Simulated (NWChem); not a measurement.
Everything below was run with NWChem. System: C₂H₅Se₂, charge 0, spin multiplicity 2, at a geometry optimised with UPBE/def2-SVP. The structure started from a generated list of species. Its SCF solution wasn't tested for a lower state. Level: UHF/def2-TZVP.

Input file:

```
start mol
memory heap 200 mb stack 900 mb global 1100 mb
geometry units angstroms nocenter noautoz noautosym
  C      2.146700     0.337835     0.848535
  Se     1.052622    -0.549662    -0.339527
  Se    -1.022588     0.642097    -0.149830
  C     -2.024456    -0.642924     0.956960
  H      3.186461     0.538882     0.547226
  H      1.749154     0.741838     1.791181
  H     -3.053869    -0.239164     1.032352
  H     -2.055081    -1.633743     0.467803
  H     -1.581271    -0.720068     1.966610
end
basis spherical
  * library def2-tzvp
end
scf
  uhf
  nopen 1
  maxiter 100
  thresh 1e-7
  semidirect memsize 60000000 filesize 0
  # guess.movecs holds the orbitals of an unrestricted PBE0 run
  vectors input guess.movecs output mol.movecs
end
task scf energy
```

NWChem printed:

```
             Northwest Computational Chemistry Package (NWChem) 7.3.0
             --------------------------------------------------------

                                NWChem Input Module
                                -------------------

 Scaling coordinates for geometry "geometry" by  1.889725989
 (inverse scale =  0.529177249)

                             Geometry "geometry" -> ""
                             -------------------------

 Output coordinates in angstroms (scale by  1.889725989 to convert to a.u.)

  No.       Tag          Charge          X              Y              Z
 ---- ---------------- ---------- -------------- -------------- --------------
    1 C                    6.0000     2.14670000     0.33783500     0.84853500
    2 Se                  34.0000     1.05262200    -0.54966200    -0.33952700
    3 Se                  34.0000    -1.02258800     0.64209700    -0.14983000
    4 C                    6.0000    -2.02445600    -0.64292400     0.95696000
    5 H                    1.0000     3.18646100     0.53888200     0.54722600
    6 H                    1.0000     1.74915400     0.74183800     1.79118100
    7 H                    1.0000    -3.05386900    -0.23916400     1.03235200
    8 H                    1.0000    -2.05508100    -1.63374300     0.46780300
    9 H                    1.0000    -1.58127100    -0.72006800     1.96661000

 Effective nuclear repulsion energy (a.u.)     516.1955787041

            Nuclear Dipole moment (a.u.)
            ----------------------------
        X                 Y               Z
 ---------------- ---------------- ----------------
     0.0000264562     0.0000018897     0.0000075589


 Summary of "ao basis" -> "" (spherical)
 ------------------------------------------------------------------------------
       Tag                 Description            Shells   Functions and Types
 ---------------- ------------------------------  ------  ---------------------
 *                         def2-tzvp                  on all atoms

 Summary of "ao basis" -> "ao basis" (spherical)
 ------------------------------------------------------------------------------
[...]
    4 C    6     6.34   0.85  1.12  0.47  0.73  0.03  1.19  1.47  0.38  0.02  0.06  0.00
    5 H    1     0.85   0.26  0.48  0.09  0.02
    6 H    1     0.85   0.26  0.48  0.09  0.02
    7 H    1     0.87   0.26  0.48  0.11  0.02
    8 H    1     0.86   0.26  0.48  0.10  0.02
    9 H    1     0.87   0.26  0.48  0.11  0.02

  Mulliken analysis of the alpha density
  --------------------------------------

    Atom       Charge   Shell Charges
 -----------   ------   -------------------------------------------------------
    1 C    6     3.75   0.43  0.56  0.26  0.40  0.06  0.77  0.95  0.29  0.01  0.02  0.00
    2 Se  34    16.92   1.00  1.00  0.58  0.39  0.49  0.44  3.00  2.97  0.46  1.07  0.43  4.49  0.52  0.02  0.05  0.01
    3 Se  34    17.09   1.00  1.00  0.58  0.39  0.49  0.47  3.00  2.97  0.48  1.16  0.49  4.48  0.52  0.01  0.04  0.01
    4 C    6     3.17   0.43  0.56  0.24  0.37  0.01  0.60  0.73  0.19  0.01  0.03  0.00
    5 H    1     0.39   0.12  0.22  0.03  0.01
    6 H    1     0.39   0.12  0.22  0.04  0.01
    7 H    1     0.43   0.13  0.24  0.05  0.01
    8 H    1     0.43   0.13  0.24  0.05  0.01
    9 H    1     0.43   0.13  0.24  0.05  0.01

   Mulliken analysis of the beta density
   -------------------------------------

    Atom       Charge   Shell Charges
 -----------   ------   -------------------------------------------------------
    1 C    6     2.61   0.43  0.56  0.22  0.34  0.04  0.40  0.47  0.12  0.01  0.02  0.00
    2 Se  34    17.03   1.00  1.00  0.58  0.39  0.49  0.45  3.00  2.97  0.48  1.15  0.46  4.48  0.52  0.01  0.04  0.01
    3 Se  34    16.96   1.00  1.00  0.58  0.39  0.49  0.47  3.00  2.97  0.45  1.09  0.47  4.48  0.52  0.01  0.04  0.01
    4 C    6     3.18   0.43  0.56  0.24  0.37  0.01  0.60  0.74  0.19  0.01  0.03  0.00
    5 H    1     0.46   0.13  0.27  0.05  0.01
    6 H    1     0.46   0.14  0.26  0.05  0.01
    7 H    1     0.43   0.13  0.24  0.05  0.01
    8 H    1     0.43   0.13  0.24  0.05  0.01
    9 H    1     0.43   0.13  0.24  0.05  0.01

   Mulliken analysis of the spin density
   -------------------------------------

    Atom       Charge   Shell Charges
 -----------   ------   -------------------------------------------------------
    1 C    6     1.14   0.00 -0.00  0.04  0.06  0.02  0.37  0.48  0.17 -0.00 -0.00 -0.00
    2 Se  34    -0.10   0.00  0.00  0.00 -0.00  0.00 -0.01 -0.00 -0.00 -0.02 -0.07 -0.03  0.00 -0.00  0.01  0.01  0.00
    3 Se  34     0.12  -0.00 -0.00 -0.00 -0.00 -0.00  0.00  0.00  0.00  0.03  0.07  0.02 -0.00  0.00  0.00 -0.00  0.00
    4 C    6    -0.01   0.00  0.00 -0.00 -0.00 -0.00 -0.00 -0.00 -0.00  0.00  0.00  0.00
    5 H    1    -0.08  -0.01 -0.05 -0.02  0.01
    6 H    1    -0.08  -0.01 -0.05 -0.02  0.01
    7 H    1     0.00   0.00  0.00  0.00  0.00
    8 H    1     0.00   0.00  0.00  0.00 -0.00
    9 H    1     0.00   0.00  0.00  0.00 -0.00

       Multipole analysis of the density wrt the origin
       ------------------------------------------------

     L   x y z        total         alpha         beta         nuclear
     -   - - -        -----         -----         ----         -------
     0   0 0 0     -0.000000    -43.000000    -42.000000     85.000000

     1   1 0 0     -0.127375     -1.728513      1.601111      0.000026
     1   0 1 0     -0.133811     -0.373939      0.240126      0.000002
     1   0 0 1      0.606359     -0.421712      1.028063      0.000008

     2   2 0 0    -33.181581   -300.971049   -284.758452    552.547921
     2   1 1 0      1.558685     38.602109     40.071423    -77.114848
     2   1 0 1     -0.674206     14.242592     20.735823    -35.652621
     2   0 2 0    -38.804952    -76.935704    -74.502785    112.633537
     2   0 1 1      0.328949     -0.433425     -0.305858      1.068232
     2   0 0 2    -38.045390    -62.032563    -58.709300     82.696473

 Task  times  cpu:      248.4s     wall:      248.4s

 Total times  cpu:      248.4s     wall:      248.4s
```
